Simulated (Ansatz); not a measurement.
Worked example: BH(CH3)F + InH2(SH) → BH(CH3)(SH) + InH2F

Species: BH(CH3)F, singlet; InH2(SH), singlet; BH(CH3)(SH), singlet; InH2F `[F][InH2]`, singlet. The partners trade F for SH: B–F and In–SH bonds give way to B–SH and In–F.

Shapes, held fixed at every level: PBE0-D4/def2-TZVP. Flexible molecules stand in one conformer, not always the lowest. Programs: Ansatz 0.2.0. The zero-point and thermal change to 298 K, harmonic and unscaled (PBE0-D4/def2-TZVP), is -0.4 kJ/mol.

At CCSD(T)/def2-TZVPP; 1 Eh = 2625.50 kJ/mol:

```
    species  energy (Eh)
   BH(CH3)F  -165.020949
   InH2(SH)  -589.028882
BH(CH3)(SH)  -463.586853
      InH2F  -290.431529
```

Question: Work out ΔH(298 K) of the reaction at this level.

Answer: 
1. Products less reactants: (-463.586853) + (-290.431529) − [(-165.020949) + (-589.028882)] = 0.031449 Eh = +82.6 kJ/mol.
2. With the thermal change: +82.6 + (-0.4) = +82.2 kJ/mol.

Other levels give +69.2 (PBE-D4/def2-TZVPP) to +84.9 kJ/mol (CCSD/def2-TZVPP). No measured value is set beside it here. For atoms past krypton def2 sets carry core potentials with scalar relativity. Correlated rows may include outer-core shells of In, which these sets cover unevenly.
